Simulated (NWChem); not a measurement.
System: SiPH$_{5}$O$_{2}$; SMILES O[SiH](O)P

The following NWChem deck was run.

```
start job
memory heap 200 mb stack 900 mb global 1100 mb
geometry units angstroms
  Si    -0.032834     0.415828     0.252803
  O      1.356537     1.060278    -0.385562
  O     -1.385547     1.034232    -0.499783
  P      0.132618    -1.787296    -0.203433
  H     -0.161130     0.741118     1.706458
  H      1.377598     2.021772    -0.495778
  H     -2.013889     1.489086     0.077397
  H      1.225900    -2.008083     0.683997
  H     -0.846860    -2.166867     0.761558
end
basis spherical
  Si library 3-21g
  O library 3-21g
  P library 3-21g
  H library 3-21g
end
dft
  xc hfexch
  iterations 150
end
driver
  maxiter 120
end
task dft optimize
task dft freq
```

Excerpt of the output:

```
             Northwest Computational Chemistry Package (NWChem) 7.3.0
             --------------------------------------------------------

 C1  symmetry detected

                             Geometry "geometry" -> ""
                             -------------------------

 Output coordinates in angstroms (scale by  1.889725989 to convert to a.u.)

  No.       Tag          Charge          X              Y              Z
 ---- ---------------- ---------- -------------- -------------- --------------
    1 Si                  14.0000     0.00187102     0.49083000     0.34564210
    2 O                    8.0000     1.44147512     1.01636402    -0.29038580
    3 O                    8.0000    -1.29094700     1.26167650    -0.37063920
    4 P                   15.0000    -0.05365609    -1.70247394    -0.17934894
    5 H                    1.0000    -0.07995351     0.78119236     1.81001252
    6 H                    1.0000     1.55554716     1.97420134    -0.37160822
    7 H                    1.0000    -1.86613376     1.75729978     0.22799286
    8 H                    1.0000     1.02123268    -2.05672149     0.68706160
    9 H                    1.0000    -1.05627045    -2.01480712     0.78598591

 Effective nuclear repulsion energy (a.u.)     228.4509531425

                                Z-matrix (autoz)
                                --------

 Units are Angstrom for bonds and degrees for angles

      Type          Name      I     J     K     L     M      Value
      ----------- --------  ----- ----- ----- ----- ----- ----------
    1 Stretch                  1     2                       1.65927
    2 Stretch                  1     3                       1.66693
    3 Stretch                  1     4                       2.25594
    4 Stretch                  1     5                       1.49512
    5 Stretch                  2     6                       0.96802
    6 Stretch                  3     7                       0.96687
    7 Stretch                  4     8                       1.42532
    8 Stretch                  4     9                       1.42641
    9 Bend                     1     2     6               116.60244
   10 Bend                     1     3     7               115.61883
   11 Bend                     1     4     8                94.68141
   12 Bend                     1     4     9                94.16872
   13 Bend                     2     1     3               111.20566
   14 Bend                     2     1     4               103.89145
   15 Bend                     2     1     5               111.18659
   16 Bend                     3     1     4               109.29962
   17 Bend                     3     1     5               106.77481
   18 Bend                     4     1     5               114.54422
   19 Bend                     8     4     9                93.68528
   20 Torsion                  2     1     3     7        -121.13941
   21 Torsion                  2     1     4     8          68.01721
   22 Torsion                  2     1     4     9         162.06742
   23 Torsion                  3     1     2     6          47.40278
   24 Torsion                  3     1     4     8        -173.20534
   25 Torsion                  3     1     4     9         -79.15513
   26 Torsion                  4     1     2     6         164.86412
   27 Torsion                  4     1     3     7         124.73598
   28 Torsion                  5     1     2     6         -71.43950
   29 Torsion                  5     1     3     7           0.31627
   30 Torsion                  5     1     4     8         -53.46382
   31 Torsion                  5     1     4     9          40.58639

  xc_inp: hfexch multiplicative factor not found.

                           NWChem Geometry Optimization
                           ----------------------------

 maximum gradient threshold         (gmax) =   0.000450
 rms gradient threshold             (grms) =   0.000300
 maximum cartesian step threshold   (xmax) =   0.001800
 rms cartesian step threshold       (xrms) =   0.001200
 fixed trust radius                (trust) =   0.300000
 source of zmatrix                         =   autoz

          -------------------
          Energy Minimization
          -------------------

 Using diagonal initial Hessian
 Scaling for Hessian diagonals: bonds = 1.00  angles = 0.25  torsions = 0.10

          --------
          Step   0

                                 NWChem DFT Module
                                 -----------------

 Summary of "ao basis" -> "ao basis" (spherical)
 ------------------------------------------------------------------------------
       Tag                 Description            Shells   Functions and Types
 ---------------- ------------------------------  ------  ---------------------
 Si                          3-21g                   7       13   4s3p
 O                           3-21g                   5        9   3s2p
 P                           3-21g                   7       13   4s3p
 H                           3-21g                   2        2   2s

            General Information
            -------------------
          SCF calculation type: DFT
          Wavefunction type:  closed shell.
          No. of atoms     :     9
          No. of electrons :    50
           Alpha electrons :    25
            Beta electrons :    25
          Charge           :     0
          Spin multiplicity:     1
          Use of symmetry is: off; symmetry adaption is: off
          Maximum number of iterations: 150
          AO basis - number of functions:    54
                     number of shells:    34
          Convergence on energy requested:  1.00D-06
          Convergence on density requested:  1.00D-05
          Convergence on gradient requested:  5.00D-04

              XC Information
              --------------
                     Hartree-Fock (Exact) Exchange  1.000

      Superposition of Atomic Density Guess
      -------------------------------------

[...]

      ----------------------
      Optimization converged
      ----------------------

  Step       Energy      Delta E   Gmax     Grms     Xrms     Xmax
  ---- ---------------- -------- -------- -------- -------- --------
@   26    -778.27166678 -2.5D-07  0.00004  0.00001  0.00070  0.00132
                                     ok       ok       ok       ok

                                Z-matrix (autoz)
                                --------

 Units are Angstrom for bonds and degrees for angles

[...]

 Rotational Constants
 --------------------
 A=   0.206645 cm-1  (  0.297309 K)
 B=   0.097844 cm-1  (  0.140773 K)
 C=   0.074032 cm-1  (  0.106513 K)

 Temperature                      =   298.15K
 frequency scaling parameter      =   1.0000

 Zero-Point correction to Energy  =   36.447 kcal/mol  (  0.058083 au)
 Thermal correction to Energy     =   40.538 kcal/mol  (  0.064601 au)
 Thermal correction to Enthalpy   =   41.130 kcal/mol  (  0.065545 au)

 Total Entropy                    =   79.086 cal/mol-K
   - Translational                =   39.578 cal/mol-K (mol. weight =  95.9796)
   - Rotational                   =   26.468 cal/mol-K (symmetry #  =        1)
   - Vibrational                  =   13.040 cal/mol-K

 Cv (constant volume heat capacity) =   22.223 cal/mol-K
   - Translational                  =    2.979 cal/mol-K
   - Rotational                     =    2.979 cal/mol-K
   - Vibrational                    =   16.264 cal/mol-K

[normal modes left out]

 ----------------------------------------------------------------------------
 Normal Eigenvalue ||           Projected Infra Red Intensities
  Mode   [cm**-1]  || [atomic units] [(debye/angs)**2] [(KM/mol)] [arbitrary]
 ------ ---------- || -------------- ----------------- ---------- -----------
    1       -0.000 ||    0.000272           0.006         0.265       0.028
    2       -0.000 ||    0.000114           0.003         0.111       0.012
    3        0.000 ||    0.000251           0.006         0.245       0.026
    4        0.000 ||    0.000563           0.013         0.549       0.058
    5        0.000 ||    0.000314           0.007         0.306       0.033
    6        0.000 ||    0.000125           0.003         0.122       0.013
    7      125.718 ||    0.006181           0.143         6.026       0.641
    8      172.461 ||    0.005621           0.130         5.480       0.583
    9      225.873 ||    0.002631           0.061         2.565       0.273
   10      283.058 ||    0.127559           2.943       124.350      13.225
   11      354.430 ||    0.096853           2.234        94.417      10.041
   12      424.066 ||    0.216580           4.997       211.133      22.454
   13      461.038 ||    0.163707           3.777       159.589      16.972
   14      712.189 ||    0.170722           3.939       166.429      17.700
   15      744.993 ||    0.102709           2.370       100.125      10.648
   16      781.980 ||    0.228095           5.262       222.359      23.648
   17      824.107 ||    0.031702           0.731        30.904       3.287
   18      878.092 ||    0.428511           9.886       417.734      44.426
   19      981.310 ||    0.219436           5.063       213.917      22.750
   20      999.355 ||    0.053237           1.228        51.898       5.519
   21     1075.443 ||    0.139260           3.213       135.758      14.438
   22     1239.487 ||    0.027834           0.642        27.134       2.886
   23     2380.209 ||    0.213835           4.933       208.457      22.170
   24     2430.617 ||    0.090935           2.098        88.648       9.428
   25     2449.971 ||    0.060309           1.391        58.793       6.253
   26     3979.325 ||    0.108886           2.512       106.148      11.289
   27     3983.819 ||    0.108030           2.492       105.313      11.200
 ----------------------------------------------------------------------------
```

Level: Hartree-Fock/3-21G.
